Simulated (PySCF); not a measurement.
# Trend along the halogens: MCu anions

r²SCAN with triple-zeta basis sets in PySCF, for the lowest determinant that a PBE0 search found; no spin–orbit coupling. De refers to high-spin ground-configuration atoms (the charge goes to the atom of lower measured ionisation energy or higher electron affinity, which is not always the lowest computed limit). A positive dipole points towards Cu; it is taken about the centre of mass and depends on that origin.

| M | basis | charged atom | state (unpaired electrons) | Re (Å) | ωe (cm⁻¹) | De (eV) | μ (D) |
| --- | --- | --- | --- | --- | --- | --- | --- |
| F | def2-TZVPPD | F− | doublet (σ ↑) | 1.832 | 488 | 2.31 | 0.05 |
| Cl | def2-TZVPPD | Cl− | doublet (σ ↑) | 2.176 | 301 | 1.67 | -0.08 |
| Br | def2-TZVPPD | Br− | doublet (σ ↑) | 2.323 | 220 | 1.50 | -1.89 |

The shortest bond is that of CuF⁻ (1.832 Å), the longest that of CuBr⁻ (2.323 Å).

Down a group the atoms grow and get heavier, so bonds lengthen and wavenumbers fall; this series shows no clear exception.

Spin–orbit coupling is left out. For an ion De counts to the pair picked by the measured ionisation energies or electron affinities, which need not be the lowest pair at this level. The highest Kohn–Sham level is positive in some of these anions. Much of that is self-interaction error, but it also means that the finite basis helps to hold the extra electron. With d or f electrons several states lie close, and the lowest PBE0 determinant need not be the measured ground state.
